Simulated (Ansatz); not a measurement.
```yaml
crystal:
  periodic: [false, false, false]
  atoms:
    - {symbol: O, position_ang: [2.961752, -1.168498, -0.160094]}
    - {symbol: C, position_ang: [2.428922, -0.022039, -0.144725]}
    - {symbol: O, position_ang: [2.980437, 1.114564, -0.194368]}
    - {symbol: C, position_ang: [0.878969, -0.007963, -0.051879]}
    - {symbol: C, position_ang: [0.149414, -1.211131, 0.009094]}
    - {symbol: C, position_ang: [-1.251907, -1.202728, 0.092167]}
    - {symbol: C, position_ang: [-1.950287, 0.017690, 0.115804]}
    - {symbol: C, position_ang: [-1.232068, 1.225266, 0.055536]}
    - {symbol: C, position_ang: [0.169184, 1.208258, -0.027398]}
    - {symbol: H, position_ang: [0.731081, -2.144878, -0.011818]}
    - {symbol: H, position_ang: [-1.808599, -2.152965, 0.139178]}
    - {symbol: H, position_ang: [-3.049785, 0.027656, 0.181044]}
    - {symbol: H, position_ang: [-1.773147, 2.185460, 0.073730]}
    - {symbol: H, position_ang: [0.766032, 2.131317, -0.076271]}
basis:
  gaussian: {orbitals: 6-31G}
magnetization: {spin_polarized: true, initial_magnetization: 1}
hamiltonian: {xc: {name: RPBE}, dispersion: d3bjatm}
scf: {omitted_lower_state_checks: [starts]}
output: {forces: true}
```

```sh
$ ansatz run in.yaml --threads 4 --pin off --events-out ev --progress --plain --max-ram 4787MiB
```

Output, abridged:

```
Functional definition: RPBE
1199 factors; integrals over basis functions are off by at most 2.4e-4 eV
mean field evaluation 1: about -11418.2873 eV, gradient 5.0e1 eV
mean field evaluation 2: about -11206.3993 eV, gradient 1.5e2 eV
mean field evaluation 4: about -11429.4619 eV, gradient 1.4e1 eV
mean field evaluation 8: about -11429.8870 eV, gradient 1.1e1 eV
mean field evaluation 16: about -11430.3843 eV, gradient 2.9e0 eV
mean field evaluation 32: about -11430.4486 eV, gradient 5.5e-4 eV
mean field -11430.44857139 eV, -420.0612371623 hartree, gradient 2.3e-6 eV, S^2 0.753175; 0 other end points of the search recorded, 0 dependent functions left out
reference -11430.44859527 eV, -420.0612380398 hartree; 32, 31 occupied and 59, 60 virtual orbitals, 1199 factors
Total energy: -11432.44559149 eV, -420.1346262973 hartree
Atom 0 at     2.961752    -1.168498    -0.160094 Å, force     2.508075    -1.355603    -0.147687 eV/Å
Atom 1 at     2.428922    -0.022039    -0.144725 Å, force    -6.073584     0.054184     0.302059 eV/Å
Atom 2 at     2.980437     1.114564    -0.194368 Å, force     2.530045     1.309437    -0.186903 eV/Å
Atom 3 at     0.878969    -0.007963    -0.051879 Å, force     0.320343    -0.000309     0.084334 eV/Å
Atom 4 at     0.149414    -1.211131     0.009094 Å, force     0.792416    -0.375142    -0.073969 eV/Å
Atom 5 at    -1.251907    -1.202728     0.092167 Å, force    -0.340778    -0.442818    -0.049971 eV/Å
Atom 6 at    -1.950287     0.017690     0.115804 Å, force    -0.282888     0.002233     0.062558 eV/Å
Atom 7 at    -1.232068     1.225266     0.055536 Å, force    -0.332633     0.447295    -0.063036 eV/Å
Atom 8 at     0.169184     1.208258    -0.027398 Å, force     0.799192     0.358978    -0.085682 eV/Å
Atom 9 at     0.731081    -2.144878    -0.011818 Å, force    -0.314399     0.042332     0.089034 eV/Å
Atom 10 at    -1.808599    -2.152965     0.139178 Å, force     0.199892     0.260615    -0.005661 eV/Å
Atom 11 at    -3.049785     0.027656     0.181044 Å, force     0.313748    -0.002820    -0.017191 eV/Å
Atom 12 at    -1.773147     2.185460     0.073730 Å, force     0.195626    -0.263919     0.002279 eV/Å
Atom 13 at     0.766032     2.131317    -0.076271 Å, force    -0.315056    -0.034462     0.089836 eV/Å
Dipole moment:    -0.810651     0.007305     0.044556 e Å
Checks for a lower state left out: starts
```

Run time 4.4 s (4 threads of Arm Neoverse V2 on a shared host).
